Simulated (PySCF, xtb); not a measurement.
CH8Si2, SMILES [SiH3]C[SiH3].

GFN2-xTB in xtb at its own geometry gives an orbital gap of 5.56 eV and a dipole moment of 0.37 D.

Coordinates come from a B3LYP-D3(BJ)/def2-SVP optimisation.

### Question
What does CAM-B3LYP/def2-TZVPD (PySCF) give? (An estimate is asked for; the answer gives what the named calculation found.)

### Answer
gap 10.81 eV (levels -10.13 and 0.68 eV), dipole 0.82 D.
